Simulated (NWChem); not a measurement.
System: CHCl, singlet; SMILES [CH]Cl

NWChem printed, in part:

```
             Northwest Computational Chemistry Package (NWChem) 7.3.0
             --------------------------------------------------------

 CS  symmetry detected

                             Geometry "geometry" -> ""
                             -------------------------

 Output coordinates in angstroms (scale by  1.889725989 to convert to a.u.)

  No.       Tag          Charge          X              Y              Z
 ---- ---------------- ---------- -------------- -------------- --------------
    1 C                    6.0000     0.11653924     1.20939355     0.00000000
    2 Cl                  17.0000     0.01553854    -0.51479537     0.00000000
    3 H                    1.0000    -0.96339055     1.49515997     0.00000000

 Effective nuclear repulsion energy (a.u.)      38.1177207001

      Symmetry information
      --------------------

 Group name             Cs
 Group number              2
 Group order               2
 No. of unique centers     3

                                Z-matrix (autoz)
                                --------

 Units are Angstrom for bonds and degrees for angles

      Type          Name      I     J     K     L     M      Value
      ----------- --------  ----- ----- ----- ----- ----- ----------
    1 Stretch                  1     2                       1.72714
    2 Stretch                  1     3                       1.11710
    3 Bend                     2     1     3               101.46917

                           NWChem Geometry Optimization
                           ----------------------------

 maximum gradient threshold         (gmax) =   0.000450
 rms gradient threshold             (grms) =   0.000300
 maximum cartesian step threshold   (xmax) =   0.001800
 rms cartesian step threshold       (xrms) =   0.001200
 fixed trust radius                (trust) =   0.300000
 source of zmatrix                         =   autoz

          -------------------
          Energy Minimization
          -------------------

 Using diagonal initial Hessian
 Scaling for Hessian diagonals: bonds = 1.00  angles = 0.25  torsions = 0.10

          --------
          Step   0

                                 NWChem DFT Module
                                 -----------------

 Summary of "ao basis" -> "ao basis" (spherical)
 ------------------------------------------------------------------------------
       Tag                 Description            Shells   Functions and Types
 ---------------- ------------------------------  ------  ---------------------
 C                          def2-svp                 6       14   3s2p1d
 Cl                         def2-svp                 8       18   4s3p1d
 H                          def2-svp                 3        5   2s1p

      Symmetry analysis of basis
      --------------------------

        a'         27
        a"         10

            General Information
            -------------------
          SCF calculation type: DFT
          Wavefunction type:  closed shell.
          No. of atoms     :     3
          No. of electrons :    24
           Alpha electrons :    12
            Beta electrons :    12
          Charge           :     0
          Spin multiplicity:     1
          Use of symmetry is: on ; symmetry adaption is: on
          Maximum number of iterations: 150
          AO basis - number of functions:    37
                     number of shells:    17
          Convergence on energy requested:  1.00D-06
          Convergence on density requested:  1.00D-05
          Convergence on gradient requested:  5.00D-04

              XC Information
              --------------
                     Hartree-Fock (Exact) Exchange  1.000
                   CAM-Becke88 Exchange Functional  1.000
                      VWN V Correlation Functional  0.190 local
              Lee-Yang-Parr Correlation Functional  0.810

           Range-Separation Parameters
           ---------------------------
           Alpha           :  0.19
           Beta            :  0.46
           Gamma           :  0.33
           Short-Range HF  :     F

             Grid Information
             ----------------
          Grid used for XC integration:  medium
          Radial quadrature: Mura-Knowles
          Angular quadrature: Lebedev.
          Tag              B.-S. Rad. Rad. Pts. Rad. Cut. Ang. Pts.
          ---              ---------- --------- --------- ---------
          C                   0.70       49           6.0       434
          Cl                  1.00       88           8.0       590
          H                   0.35       45           7.0       434
          Grid pruning is: on
          Number of quadrature shells:   182
          Spatial weights used:  Erf1

      Superposition of Atomic Density Guess
      -------------------------------------

 Sum of atomic energies:        -497.44760874

      Non-variational initial energy
      ------------------------------

 Total energy =    -497.724537
 1-e energy   =    -761.515069
 2-e energy   =     225.672811
 HOMO         =      -0.221327
 LUMO         =      -0.085989

      Symmetry analysis of molecular orbitals - initial
      -------------------------------------------------

  Numbering of irreducible representations:

     1 a'          2 a"

  Orbital symmetries:

     1 a'          2 a'          3 a'          4 a'          5 a'
     6 a"          7 a'          8 a'          9 a'         10 a"
    11 a'         12 a'         13 a"         14 a'         15 a'
    16 a'         17 a'         18 a'         19 a"         20 a'
    21 a'         22 a"

   convergence    iter        energy       DeltaE   RMS-Dens  Diis-err
 ---------------- ----- ----------------- --------- --------- ---------
 d= 0,ls=0.0,diis     1   -498.5334155931 -5.37D+02  1.79D-02  3.12D-01
 d= 0,ls=0.0,diis     2   -498.5385496397 -5.13D-03  1.15D-02  2.41D-01
 d= 0,ls=0.0,diis     3   -498.5707487565 -3.22D-02  3.06D-03  1.47D-02
 d= 0,ls=0.0,diis     4   -498.5728586901 -2.11D-03  6.48D-04  5.88D-04
 d= 0,ls=0.0,diis     5   -498.5729413355 -8.26D-05  2.99D-04  1.19D-05
  Resetting Diis
 d= 0,ls=0.0,diis     6   -498.5729479284 -6.59D-06  7.48D-05  9.18D-07
 d= 0,ls=0.0,diis     7   -498.5729483506 -4.22D-07  2.12D-05  7.79D-08
 d= 0,ls=0.0,diis     8   -498.5729483806 -3.00D-08  5.38D-06  3.59D-08

         Total DFT energy =     -498.572948380606
      One electron energy =     -761.771625897492
           Coulomb energy =      258.980496192264
    Exchange-Corr. energy =      -33.899539375505
 Nuclear repulsion energy =       38.117720700127

 Numeric. integr. density =       23.999999794967

                  Occupations of the irreducible representations
                  ----------------------------------------------

                     irrep           alpha         beta
                     --------     --------     --------
                     a'               10.0         10.0
                     a"                2.0          2.0

                       DFT Final Molecular Orbital Analysis
                       ------------------------------------

 Vector   10  Occ=2.000000D+00  E=-4.430193D-01  Symmetry=a"
              MO Center=  2.6D-02, -2.7D-01, -2.0D-15, r^2= 1.3D+00
   Bfn.  Coefficient  Atom+Function         Bfn.  Coefficient  Atom+Function
  ----- ------------  ---------------      ----- ------------  ---------------
    27      0.579123  2 Cl pz                24      0.452933  2 Cl pz
    21      0.261818  2 Cl pz                 6      0.189659  1 C  pz
     9      0.130309  1 C  pz                29      0.037245  2 Cl d -1

 Vector   11  Occ=2.000000D+00  E=-4.305979D-01  Symmetry=a'
              MO Center=  1.1D-01, -5.6D-03,  1.0D-15, r^2= 1.8D+00
   Bfn.  Coefficient  Atom+Function         Bfn.  Coefficient  Atom+Function
  ----- ------------  ---------------      ----- ------------  ---------------
    25      0.496390  2 Cl px                22      0.384216  2 Cl px
    26     -0.247494  2 Cl py                19      0.221385  2 Cl px
     5      0.210395  1 C  py                23     -0.203291  2 Cl py
     3      0.196788  1 C  s                  2      0.184479  1 C  s
    20     -0.115341  2 Cl py                 4      0.105951  1 C  px

 Vector   12  Occ=2.000000D+00  E=-3.070299D-01  Symmetry=a'
              MO Center=  2.4D-01,  8.6D-01,  3.6D-16, r^2= 1.9D+00
   Bfn.  Coefficient  Atom+Function         Bfn.  Coefficient  Atom+Function
  ----- ------------  ---------------      ----- ------------  ---------------
     3      0.415680  1 C  s                  4      0.411089  1 C  px
    25     -0.384309  2 Cl px                 2      0.278137  1 C  s
    22     -0.270640  2 Cl px                 7      0.234110  1 C  px
    33     -0.215504  3 H  s                  5      0.176766  1 C  py
    34     -0.155023  3 H  s                 19     -0.152880  2 Cl px

 Vector   13  Occ=0.000000D+00  E=-6.819943D-02  Symmetry=a"
              MO Center=  8.2D-02,  9.4D-01,  7.3D-17, r^2= 1.7D+00
   Bfn.  Coefficient  Atom+Function         Bfn.  Coefficient  Atom+Function
  ----- ------------  ---------------      ----- ------------  ---------------
     6      0.563536  1 C  pz                 9      0.547794  1 C  pz
    27     -0.360755  2 Cl pz                24     -0.209474  2 Cl pz
    21     -0.119593  2 Cl pz                29      0.069596  2 Cl d -1

[...]

      ----------------------
      Optimization converged
      ----------------------

  Step       Energy      Delta E   Gmax     Grms     Xrms     Xmax
  ---- ---------------- -------- -------- -------- -------- --------
@    3    -498.57348115 -6.3D-08  0.00001  0.00000  0.00028  0.00055
                                     ok       ok       ok       ok

                                Z-matrix (autoz)
                                --------

 Units are Angstrom for bonds and degrees for angles

      Type          Name      I     J     K     L     M      Value     Gradient
      ----------- --------  ----- ----- ----- ----- ----- ---------- ----------
    1 Stretch                  1     2                       1.69159    0.00001
    2 Stretch                  1     3                       1.11678   -0.00000
    3 Bend                     2     1     3               102.31873   -0.00000

                         Geometry "geometry" -> "geometry"
                         ---------------------------------

 Output coordinates in angstroms (scale by  1.889725989 to convert to a.u.)

  No.       Tag          Charge          X              Y              Z
 ---- ---------------- ---------- -------------- -------------- --------------
    1 C                    6.0000     0.11403692     1.19247775     0.00000000
    2 Cl                  17.0000     0.01604062    -0.49626798     0.00000000
    3 H                    1.0000    -0.96139031     1.49354838     0.00000000

 Effective nuclear repulsion energy (a.u.)      38.8095003975

      Symmetry information
      --------------------

 Group name             Cs
 Group number              2
 Group order               2
 No. of unique centers     3

                Final and change from initial internal coordinates
                --------------------------------------------------

                                Z-matrix (autoz)
                                --------

 Units are Angstrom for bonds and degrees for angles

      Type          Name      I     J     K     L     M      Value       Change
      ----------- --------  ----- ----- ----- ----- ----- ---------- ----------
    1 Stretch                  1     2                       1.69159   -0.03556
    2 Stretch                  1     3                       1.11678   -0.00032
    3 Bend                     2     1     3               102.31873    0.84956

 ==============================================================================
                                internuclear distances
 ------------------------------------------------------------------------------
       center one      |      center two      | atomic units |  angstroms
 ------------------------------------------------------------------------------
    2 Cl               |   1 C                |     3.19664  |     1.69159
    3 H                |   1 C                |     2.11040  |     1.11678
 ------------------------------------------------------------------------------
                         number of included internuclear distances:          2
 ==============================================================================

[second-derivative integrals and response iterations left out]

  Vibrational analysis via the FX method

  See chapter 2 in "Molecular Vibrations" by Wilson, Decius and Cross

  Vib: Default input used

 ---------------------------- Atom information ----------------------------
     atom    #        X              Y              Z            mass
 --------------------------------------------------------------------------
    C        1  2.1549853D-01  2.2534562D+00  0.0000000D+00  1.2000000D+01
    Cl       2  3.0312374D-02 -9.3781049D-01  0.0000000D+00  3.4968850D+01
    H        3 -1.8167643D+00  2.8223972D+00  0.0000000D+00  1.0078250D+00
 --------------------------------------------------------------------------

[unprojected Hessian and modes left out]

        Vibrational analysis via the FX method
  --- with translations and rotations projected out ---
  --- via the Eckart algorithm                      ---
 Projected Nuclear Hessian trans-rot subspace norm:3.9422D-33
                         (should be close to zero!)

[projected Hessian left out]

 Rotational Constants
 --------------------
 A=  15.649915 cm-1  ( 22.516234 K)
 B=   0.604760 cm-1  (  0.870095 K)
 C=   0.582259 cm-1  (  0.837723 K)

 Temperature                      =   298.15K
 frequency scaling parameter      =   1.0000

 Zero-Point correction to Energy  =    7.235 kcal/mol  (  0.011530 au)
 Thermal correction to Energy     =    9.060 kcal/mol  (  0.014439 au)
 Thermal correction to Enthalpy   =    9.653 kcal/mol  (  0.015382 au)

 Total Entropy                    =   56.026 cal/mol-K
   - Translational                =   37.512 cal/mol-K (mol. weight =  47.9767)
   - Rotational                   =   18.313 cal/mol-K (symmetry #  =        1)
   - Vibrational                  =    0.200 cal/mol-K

 Cv (constant volume heat capacity) =    6.701 cal/mol-K
   - Translational                  =    2.979 cal/mol-K
   - Rotational                     =    2.979 cal/mol-K
   - Vibrational                    =    0.742 cal/mol-K

[normal modes left out]

 ----------------------------------------------------------------------------
 Normal Eigenvalue ||           Projected Infra Red Intensities
  Mode   [cm**-1]  || [atomic units] [(debye/angs)**2] [(KM/mol)] [arbitrary]
 ------ ---------- || -------------- ----------------- ---------- -----------
    1        0.000 ||    0.017246           0.398        16.812       5.380
    2        0.000 ||    0.000567           0.013         0.552       0.177
    3        0.000 ||    0.091874           2.120        89.563      28.661
    4        0.000 ||    0.001564           0.036         1.524       0.488
    5        0.000 ||    0.000004           0.000         0.004       0.001
    6        0.000 ||    0.003645           0.084         3.554       1.137
    7      858.623 ||    0.097846           2.257        95.385      30.524
    8     1235.152 ||    0.011457           0.264        11.169       3.574
    9     2969.586 ||    0.064295           1.483        62.678      20.058
 ----------------------------------------------------------------------------
```

Level: CAM-B3LYP/def2-SVP. Low-valent species are run as closed-shell singlets; no triplet was tried in these runs.

### Question
Reconstruct the input file.

### Answer
One answer among several that fit: the input that was run:
```
start job
memory heap 200 mb stack 900 mb global 1100 mb
geometry units angstroms
  C      0.150000     1.200207     0.000000
  Cl    -0.013346    -0.519196     0.000000
  H     -0.918878     1.524877     0.000000
end
basis spherical
  C library def2-svp
  Cl library def2-svp
  H library def2-svp
end
dft
  xc xcamb88 1.00 lyp 0.81 vwn_5 0.19 hfexch 1.00
  cam 0.33 cam_alpha 0.19 cam_beta 0.46
  iterations 150
end
driver
  maxiter 120
end
task dft optimize
task dft freq
```
